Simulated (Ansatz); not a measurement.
A nudged elastic band was laid between two geometries of AlCl$_{2}$H$_{4}$N (8 atoms, charge 0, multiplicity 1).

All numbers below come from RKS PBE0/6-31G* (Ansatz).

| Property | Result |
| --- | --- |
| movable images | 9 |
| climbing image | yes |
| spring | 5.0 eV/Å² |
| optimiser | quadratic models (default) |
| start path | through a guess of the saddle point |
| force threshold | 0.05 eV/Å |
| iteration limit | 39 |
| end points | relaxed |

Image 0:

```xyz
8
Properties=species:S:1:pos:R:3
Al 0.018 -0.054 0.208
H -0.137 0.860 1.492
Cl 1.911 -0.043 -0.786
Cl -1.678 -0.233 -1.082
N 0.058 -1.962 0.941
H -0.656 -2.526 0.478
H 0.965 -2.390 0.757
H -0.113 -1.998 1.945
```

Image 10:

```xyz
8
Properties=species:S:1:pos:R:3
Al 0.113 -0.816 -0.341
H -0.234 0.663 2.178
Cl 1.881 0.282 -0.567
Cl -1.707 0.023 -0.942
N 0.167 -2.458 0.284
H -0.642 -3.056 0.384
H 1.013 -2.934 0.562
H -0.224 -0.050 2.395
```

Problem. Which bonds break or form, and what moves?

Solution. Bonds broken: Al1–H2, N5–H8. Bonds formed: H2–H8. AlCl2H4N becomes AlCl2H2N + H2.

Problem. What energy profile does the band end with?

Solution. The forces met the threshold. The highest image is number 5 of 0 to 10, 1.73 eV above the first end and 0.71 eV above the last; the last end lies 1.02 eV above the first. A vibrational analysis at the climbing image gives one clearly imaginary mode, 1246i cm⁻¹: a first-order saddle point. The orbitals stay closed-shell, which can raise the energy where a bond breaks towards radicals; this wasn't checked here.

```json
{"image": "0", "path coordinate (Å)": "0.00", "energy (eV)": "0.00", "Al1–H2 (Å)": "1.58", "N5–H8 (Å)": "1.02", "H2–H8 (Å)": "2.89"}
{"image": "1", "path coordinate (Å)": "0.56", "energy (eV)": "0.00", "Al1–H2 (Å)": "1.58", "N5–H8 (Å)": "1.02", "H2–H8 (Å)": "3.01"}
{"image": "2", "path coordinate (Å)": "1.13", "energy (eV)": "0.00", "Al1–H2 (Å)": "1.58", "N5–H8 (Å)": "1.02", "H2–H8 (Å)": "2.89"}
{"image": "3", "path coordinate (Å)": "1.69", "energy (eV)": "0.12", "Al1–H2 (Å)": "1.59", "N5–H8 (Å)": "1.02", "H2–H8 (Å)": "2.29"}
{"image": "4", "path coordinate (Å)": "2.26", "energy (eV)": "0.64", "Al1–H2 (Å)": "1.63", "N5–H8 (Å)": "1.05", "H2–H8 (Å)": "1.64"}
{"image": "5", "path coordinate (Å)": "2.82", "energy (eV)": "1.73", "Al1–H2 (Å)": "1.80", "N5–H8 (Å)": "1.45", "H2–H8 (Å)": "0.99"}
{"image": "6", "path coordinate (Å)": "3.19", "energy (eV)": "1.42", "Al1–H2 (Å)": "2.00", "N5–H8 (Å)": "1.83", "H2–H8 (Å)": "0.80"}
{"image": "7", "path coordinate (Å)": "3.55", "energy (eV)": "1.16", "Al1–H2 (Å)": "2.24", "N5–H8 (Å)": "2.20", "H2–H8 (Å)": "0.76"}
{"image": "8", "path coordinate (Å)": "3.92", "energy (eV)": "1.06", "Al1–H2 (Å)": "2.48", "N5–H8 (Å)": "2.55", "H2–H8 (Å)": "0.75"}
{"image": "9", "path coordinate (Å)": "4.28", "energy (eV)": "1.03", "Al1–H2 (Å)": "2.72", "N5–H8 (Å)": "2.88", "H2–H8 (Å)": "0.75"}
{"image": "10", "path coordinate (Å)": "4.65", "energy (eV)": "1.02", "Al1–H2 (Å)": "2.94", "N5–H8 (Å)": "3.23", "H2–H8 (Å)": "0.75"}
```

Problem. What is the geometry of the highest image?

Solution. 
```xyz
8
Properties=species:S:1:pos:R:3
Al 0.056 -0.429 -0.069
H -0.160 0.076 1.641
Cl 1.925 0.282 -0.710
Cl -1.712 0.032 -1.103
N 0.088 -2.080 0.819
H -0.698 -2.722 0.778
H 0.955 -2.595 0.934
H -0.087 -0.910 1.662
```

Problem. What are the harmonic wavenumbers there?

Solution. 1246i, 133, 141, 242, 277, 425, 517, 578, 662, 735, 756, 983, 1451, 1584, 1822, 1845, 3562, 3669 cm⁻¹.

The band took 12 iterations and of the order of 8 core-minutes.

Time of the run: 8.2 min on 1 thread of Arm Neoverse V1, on a shared host, peak memory 0.17 GiB.
